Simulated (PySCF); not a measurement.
Identify the compound

The spectra below were simulated for a compound C₇H₆N₂.

1H NMR (400 MHz, computed): δ 1.89 (s, 2H), 1.51 (m, 2H), 1.17 (m, 2H).

13C{1H} NMR (computed): δ 121.0 (C), 30.5 (C), 28.2 (CH2), 10.6 (CH2), 4.8 (C).

Method: GFN2-xTB geometry, σ from GIAO-PBE0/pcSseg-1, in PySCF 2.14 (one computed conformer, no relativistic terms, rapidly exchanging positions averaged, no solvent model).

References, each an isolated molecule treated in the same way: 1H (31.72 ppm) and 13C (186.93 ppm) vs TMS.

Task: What is the structure?

Result: 
Rings plus π bonds: 6 (2 rings in the answer). 5 carbon signals for 7 carbons: some carbons are equivalent by symmetry or fast rotation. Carbon types of the structure: 4 × C, 3 × CH2, which accounts for all hydrogens. δC 121.0: nitrile carbon; this is the usual window of a C≡N carbon, which has no attached hydrogen. δC 30.5, 28.2, 10.6, 4.8: three-membered-ring carbon. δH 1.89, 1.51, 1.17: hydrogen on a three-membered-ring carbon.

These data were computed for `C1(C#N)(C#N)CC12CC2`.

The data come from this structure; uniqueness wasn't tested.

Shifts are as computed. Against solution values, carbons near 30 ppm lie about +3 ppm off and those near 130 ppm about +5 ppm. Of 1211 compounds with measured shifts, 218 miss one by over three times the rms of a fit or turn the order of signals round; such compounds aren't used in these exercises. No couplings were computed; multiplicities are counted from neighbouring protons, with m where these are inequivalent, close in shift, in a saturated or five-membered ring or joined by F or P, and br s for small geminal =CH2 splittings.
